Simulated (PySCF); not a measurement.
Exercise with solution: entropy of an ideal gas

NbSFCl2, SMILES [F][Nb](=[S])([Cl])[Cl], multiplicity 1.

Geometry: PBE-D3(BJ)/def2-SVP. The spin state was assumed, not searched. The structure was generated by enumeration; whether it is a known compound was not checked. The def2 effective core potentials stand for the cores of Nb; spin–orbit coupling is left out.

PBE-D3(BJ)/def2-SVP (PySCF 2.14.0) gives the harmonic wavenumbers 104, 136, 136, 150, 190, 398, 434, 564, 703 cm⁻¹ and the rotational temperatures 0.0749, 0.0659, 0.0529 K. The molar mass is 214.86 g/mol, the symmetry number 1, the spin multiplicity 1.

### Question
Work out the entropy at 298.15 K and 1 atm in the rigid-rotor, harmonic-oscillator model.

### Answer

Translation (Sackur–Tetrode at 1 atm): S = R[1.5 ln M + 2.5 ln T − 1.16487] = 175.7 J/(mol K).
Rotation: q = (√π/σ) T^1.5/√(θA θB θC) = 565000, S = R[ln q + 3/2] = 122.6 J/(mol K).
Vibration: with u = 1.4388 ν/T, each mode gives R[u/(e^u − 1) − ln(1 − e^−u)]:
| ν (cm⁻¹) | modes | u | S (J/(mol K)) |
|---|---|---|---|
| 104 | 1 | 0.50 | 14.13 |
| 136 | 2 | 0.66 | 23.93 |
| 150 | 1 | 0.72 | 11.18 |
| 190 | 1 | 0.92 | 9.32 |
| 398 | 1 | 1.92 | 4.06 |
| 434 | 1 | 2.09 | 3.54 |
| 564 | 1 | 2.72 | 2.16 |
| 703 | 1 | 3.39 | 1.27 |
These are all the modes. Sum 69.6 J/(mol K).
Spin: R ln 1 = 0.0 J/(mol K).
Total 367.9 J/(mol K); the program's own thermochemistry gives 367.9. Translation makes up 48 % and vibration 19 %. Anharmonicity, hindered rotation and orbital degeneracy are left out.
